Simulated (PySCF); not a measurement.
C3H5O (SMILES [CH2-]C(C)=O), charge -1, singlet, geometry from GFN2-xTB; DF-WB97M-V/cc-pVDZ (PySCF).

Here is a job for PySCF.
```python
from pyscf import gto, scf, dft

mol = gto.Mole()
mol.atom = '''
    O    -0.67653394    0.12080852    1.21849510
    C    -0.06126888    0.12894007    0.10847307
    C     0.32612189    1.21183915   -0.61146032
    C     0.29018244   -1.25671085   -0.49963221
    H     0.90307626   -1.82217287    0.20553908
    H     0.12514782    2.21732524   -0.26908379
    H     0.85011731    1.12295012   -1.55489426
    H     0.83013761   -1.16372880   -1.44247163
    H    -0.62642017   -1.82525203   -0.67133345
'''
mol.basis = 'cc-pvdz'
mol.charge = -1
mol.verbose = 4
mol.build()

mf = dft.RKS(mol)
mf.xc = 'wb97m_v'
mf = mf.density_fit(auxbasis='def2-universal-jkfit')
mf.kernel()
```

Output, abridged:

```
PySCF version 2.14.0

[INPUT] verbose = 4
[INPUT] num. atoms = 9
[INPUT] num. electrons = 32
[INPUT] charge = -1
[INPUT] spin (= nelec alpha-beta = 2S) = 0
[INPUT] symmetry False subgroup None
[INPUT] Mole.unit = angstrom
[INPUT] Symbol           X                Y                Z      unit          X                Y                Z       unit  Magmom
[...]
nuclear repulsion = 112.00373508847
number of shells = 35
number of NR pGTOs = 139
number of NR cGTOs = 81
basis = cc-pvdz
ecp = {}

******** <class 'pyscf.df.df_jk.DFRKS'> ********
method = DFRKS
initial guess = minao
damping factor = 0
level_shift factor = 0
DIIS = <class 'pyscf.scf.diis.CDIIS'>
diis_start_cycle = 1
diis_space = 8
diis_damp = 0
SCF conv_tol = 1e-09
SCF conv_tol_grad = None
SCF max_cycles = 50
direct_scf = False
XC library pyscf.dft.libxc version 7.1.2
    S. Lehtola, C. Steigemann, M. J. T. Oliveira, and M. A. L. Marques,  SoftwareX 7, 1–5 (2018)
XC functionals = wb97m_v
    N. Mardirossian and M. Head-Gordon,  J. Chem. Phys. 144, 214110 (2016)
radial grids:
    Treutler-Ahlrichs [JCP 102, 346 (1995); DOI:10.1063/1.469408] (M4) radial grids

becke partition: Becke, JCP 88, 2547 (1988); DOI:10.1063/1.454033
pruning grids: <function nwchem_prune>
grids dens level: 3
symmetrized grids: False
atomic radii adjust function: <function treutler_atomic_radii_adjust>
** Following is NLC and NLC Grids **
NLC functional = wb97m_v
radial grids:
    Treutler-Ahlrichs [JCP 102, 346 (1995); DOI:10.1063/1.469408] (M4) radial grids

becke partition: Becke, JCP 88, 2547 (1988); DOI:10.1063/1.454033
pruning grids: <function nwchem_prune>
grids dens level: 3
symmetrized grids: False
atomic radii adjust function: <function treutler_atomic_radii_adjust>
small_rho_cutoff = 0
Set gradient conv threshold to 3.16228e-05
Initial guess from minao.
tot grids = 105480
tot grids = 105480
******** <class 'pyscf.df.df.DF'> ********
auxbasis = def2-universal-jkfit
Create RSH-DF object <pyscf.df.df.DF object> for omega=0.3
******** <class 'pyscf.df.df.DF'> ********
auxbasis = auxmol.basis = def2-universal-jkfit
init E= -192.844056334064
[...]
cycle= 1 E= -192.286946058346  delta_E= 0.557  |g|= 0.862  |ddm|= 2.77
[...]
cycle= 2 E= -192.209672546318  delta_E= 0.0773  |g|= 1.13  |ddm|= 2.82
[...]
cycle= 3 E= -192.449255150835  delta_E= -0.24  |g|= 0.111  |ddm|= 1.74
[...]
cycle= 4 E= -192.452222789655  delta_E= -0.00297  |g|= 0.0339  |ddm|= 0.119
[...]
cycle= 5 E= -192.452556125068  delta_E= -0.000333  |g|= 0.0059  |ddm|= 0.0528
[...]
cycle= 6 E= -192.45257258964  delta_E= -1.65e-05  |g|= 0.00356  |ddm|= 0.0167
[...]
cycle= 7 E= -192.452577380235  delta_E= -4.79e-06  |g|= 0.000836  |ddm|= 0.01
[...]
cycle= 8 E= -192.452578033303  delta_E= -6.53e-07  |g|= 0.000212  |ddm|= 0.00527
[...]
cycle= 9 E= -192.45257806438  delta_E= -3.11e-08  |g|= 6.13e-05  |ddm|= 0.00105
[...]
cycle= 10 E= -192.452578065613  delta_E= -1.23e-09  |g|= 2.15e-05  |ddm|= 0.00013
[...]
cycle= 11 E= -192.452578065735  delta_E= -1.22e-10  |g|= 9.24e-06  |ddm|= 5.1e-05
[...]
Extra cycle  E= -192.452578065739  delta_E= -4.04e-12  |g|= 1.02e-05  |ddm|= 3.1e-05
converged SCF energy = -192.452578065739
```
